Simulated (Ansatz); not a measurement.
Ansatz (an electronic-structure program) input (CCSD(T)/def2-QZVPPD):
A basis named .json is the Basis Set Exchange file of that set.

Ansatz 0.2 input:
```yaml
crystal:
  periodic: [false, false, false]
  atoms:
    - {symbol: Cu, position_ang: [-0.00000000, -0.00000000, -0.44364752]}
    - {symbol: F, position_ang: [0.00000000, 0.00000000, 1.42953089]}
basis:
  gaussian:
    orbitals: def2-QZVPPD.json
total_charge: -1
magnetization: {spin_polarized: true, initial_magnetization: 1}
correlation: {method: ccsd_t, electrons: outside_noble_gas}
```

Output:

```
Functional definition: HF
integrals: 0.78 GiB planned
1092 factors; integrals over basis functions are off by at most 1.1e-3 eV
mean field: 0.61 GiB planned
mean field evaluation 1: about -47304.6036 eV, gradient 2.8e1 eV
mean field evaluation 2: about -47304.6076 eV, gradient 2.8e1 eV
mean field evaluation 4: about -47306.3891 eV, gradient 2.4e0 eV
mean field evaluation 8: about -47306.6347 eV, gradient 5.3e-1 eV
mean field evaluation 16: about -47306.6541 eV, gradient 2.6e-6 eV
mean field evaluation 32: about -47306.6120 eV, gradient 1.0e-1 eV
mean field evaluation 64: about -47307.0171 eV, gradient 3.5e-5 eV
mean field evaluation 96: about -47306.5698 eV, gradient 3.6e0 eV
mean field evaluation 128: about -47306.5024 eV, gradient 1.3e1 eV
mean field evaluation 160: about -47307.0168 eV, gradient 8.6e-2 eV
mean field evaluation 192: about -47304.9286 eV, gradient 2.4e-1 eV
mean field evaluation 224: about -47304.4624 eV, gradient 1.8e-2 eV
mean field evaluation 256: about -47303.4278 eV, gradient 3.8e0 eV
mean field evaluation 288: about -47303.7556 eV, gradient 7.4e-2 eV
mean field evaluation 320: about -47303.7563 eV, gradient 2.0e-3 eV
mean field evaluation 352: about -47306.3096 eV, gradient 6.8e-1 eV
mean field evaluation 384: about -47306.3177 eV, gradient 3.0e-4 eV
mean field evaluation 416: about -47304.2187 eV, gradient 6.5e0 eV
mean field evaluation 448: about -47306.6008 eV, gradient 8.5e-1 eV
mean field evaluation 480: about -47302.1816 eV, gradient 4.5e0 eV
mean field evaluation 512: about -47307.0171 eV, gradient 6.3e-3 eV
mean field evaluation 544: about -47304.8418 eV, gradient 2.5e-1 eV
mean field evaluation 576: about -47303.9679 eV, gradient 5.5e-3 eV
mean field evaluation 608: about -47301.1767 eV, gradient 1.1e-1 eV
mean field evaluation 640: about -47301.0487 eV, gradient 3.0e-4 eV
mean field evaluation 672: about -47304.7087 eV, gradient 1.5e0 eV
mean field evaluation 704: about -47304.5890 eV, gradient 8.7e-2 eV
mean field evaluation 736: about -47304.0073 eV, gradient 9.4e-4 eV
mean field evaluation 768: about -47306.6107 eV, gradient 6.0e-2 eV
mean field -47307.01712090 eV, -1738.5008133451 hartree, gradient 2.3e-6 eV, S^2 0.771195; 25 other end points of the search recorded, 0 dependent functions left out
determinant -47307.01712090 eV, -1738.5008133451 hartree, with singles and doubles -47326.49868296 eV, -1739.2167475459 hartree
determinant -47306.65406369 eV, -1738.4874712388 hartree, with singles and doubles -47327.34468512 eV, -1739.2478375517 hartree
determinant -47306.61300696 eV, -1738.4859624320 hartree, with singles and doubles -47325.78240382 eV, -1739.1904247729 hartree
determinant -47306.41660807 eV, -1738.4787449057 hartree, with singles and doubles -47327.30313851 eV, -1739.2463107420 hartree
determinant -47306.31774695 eV, -1738.4751118265 hartree, with singles and doubles -47325.44638058 eV, -1739.1780761466 hartree
determinant -47305.04545604 eV, -1738.4283559982 hartree, with singles and doubles -47323.65907386 eV, -1739.1123938360 hartree
determinant -47304.93355049 eV, -1738.4242435450 hartree, with singles and doubles -47323.72333083 eV, -1739.1147552362 hartree
determinant -47304.84600161 eV, -1738.4210261828 hartree, with singles and doubles -47325.18789859 eV, -1739.1685771089 hartree
determinant -47304.77418071 eV, -1738.4183868135 hartree, with singles and doubles -47323.30567622 eV, -1739.0994067126 hartree
determinant -47304.73316696 eV, -1738.4168795859 hartree, with singles and doubles -47323.29341884 eV, -1739.0989562619 hartree
determinant -47304.64092793 eV, -1738.4134898643 hartree, with singles and doubles -47323.31748084 eV, -1739.0998405242 hartree
determinant -47304.58911539 eV, -1738.4115857885 hartree, with singles and doubles -47323.17955321 eV, -1739.0947717774 hartree
determinant -47304.46240614 eV, -1738.4069293096 hartree, with singles and doubles -47323.01400323 eV, -1739.0886879279 hartree
determinant -47304.21988297 eV, -1738.3980167472 hartree, with singles and doubles -47322.92133922 eV, -1739.0852825881 hartree
determinant -47304.00727738 eV, -1738.3902036361 hartree, with singles and doubles -47322.46876254 eV, -1739.0686507021 hartree
determinant -47303.96789078 eV, -1738.3887562051 hartree, with singles and doubles -47324.46281811 eV, -1739.1419308926 hartree
determinant -47303.87005744 eV, -1738.3851608963 hartree, with singles and doubles -47322.33619383 eV, -1739.0637788915 hartree
determinant -47303.75625477 eV, -1738.3809787251 hartree, with singles and doubles -47324.32895242 eV, -1739.1370114191 hartree
determinant -47307.01712090 eV, -1738.5008133451 hartree, with singles and doubles -47327.18223911 eV, -1739.2418677708 hartree
determinant -47306.65406369 eV, -1738.4874712388 hartree, with singles and doubles -47327.21156325 eV, -1739.2429454134 hartree
determinant -47306.41660807 eV, -1738.4787449057 hartree, with singles and doubles -47327.19112491 eV, -1739.2421943180 hartree
mean field evaluation 800: about -47306.6507 eV, gradient 6.1e-2 eV
10 core orbitals not correlated
reference -47306.65406369 eV, -1738.4874712388 hartree; 10, 9 occupied and 146, 147 virtual orbitals, 1092 factors
second order -22.51660419 eV of doubles, -0.00000000 eV of singles
coupled cluster: 1.70 GiB planned
cycle   1  -20.55750084 eV  change   -1.3e-6 eV  update   3.1e-6
perturbative correction -0.94793439 eV, -0.0348359465 hartree
Total energy: -47328.15949893 eV, -1739.2777814069 hartree
```

The spin state was set by rule; other spins were not relaxed.
